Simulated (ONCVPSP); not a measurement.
## barium: ONCV pseudisation with PBE, scalar-relativistic reference atom.

| Quantity | Value |
| --- | --- |
| Element | Ba |
| Generator | ONCVPSP 4.0.1 |
| Type | optimised norm-conserving Vanderbilt (ONCV) |
| Functional | PBE |
| Relativity | scalar-relativistic |
| Frozen core | [Kr] 4d10 |
| Valence charge | 10 |
| Reference configuration | 5s2 5p6 6s2 |
| Partial waves | 5s+6s: rc 3.15 bohr, ncon 3, nbas 7, qcut 4 1/bohr, 3 projectors, debl 3.4 Ha; 5p: rc 3.00 bohr, ncon 3, nbas 6, qcut 3.6 1/bohr, 2 projectors, debl 2.7 Ha; d scattering state at 0.1 Ha: rc 2.40 bohr, ncon 4, nbas 8, qcut 4 1/bohr, 2 projectors, debl 1.5 Ha |
| Local potential | polynomial inside 1.55 bohr (lpopt 2, dvloc0 0 Ha) |
| Core correction | Teter function, fcfact 4.5, rcfact 1.75 |

In the d channel the program set the typed energies aside and used 0.050, 1.550 Ha.

All-electron outer shells of the reference configuration (PBE, scalar-relativistic, ld1.x):

```json
{"shell": "5s", "level (eV)": "-33.67", "outermost node (bohr)": "0.80", "outermost maximum (bohr)": "1.47"}
{"shell": "5p", "level (eV)": "-18.74", "outermost node (bohr)": "0.86", "outermost maximum (bohr)": "1.67"}
{"shell": "6s", "level (eV)": "-3.23", "outermost node (bohr)": "1.97", "outermost maximum (bohr)": "4.16"}
```

Task: Estimate the cutoffs (Ha) at which the residual kinetic energy of the hardest occupied pseudo-wave falls to 1 and 0.1 mHa per electron.

Result: 4.5 Ha and 5.5 Ha.

Task: Does the potential have ghost states?

Result: No bound ghost flagged; GHOST(+) flagged for s at 130.2 eV.

Task: Tests: 5s2 5p6 6s1; 5s2 5p6 6s0; 5s2 5p6 6s1.5; 5s2 5p6 6s0 6p2. Which has the largest error in its energy relative to the reference configuration, and how large is it?

Result: 5s2 5p6 6s0, with -38 meV (all-electron minus pseudo) on +15.34 eV.
